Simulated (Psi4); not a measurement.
A dimer, N2 ··· F4Si (SMILES N#N and F[Si](F)(F)F); the first 2 atoms form monomer A.

```
7

N      0.5455     0.0000     0.0000
N     -0.5455     0.0000     0.0000
F     -1.6385    -2.3270     0.2822
Si    -2.7686    -1.4596    -0.3707
F     -4.0478    -2.3399    -0.5823
F     -3.1145    -0.2566     0.5725
F     -2.2740    -0.9153    -1.7549
```

**Question.** What interaction energy does SAPT0/jun-cc-pVDZ, frozen core in Psi4 give, and which attractive term is the largest?

**Answer.** Total 18.99 kJ/mol: electrostatics -27.72, exchange 68.23, induction -8.83, dispersion -12.69. The most attractive term is electrostatics.
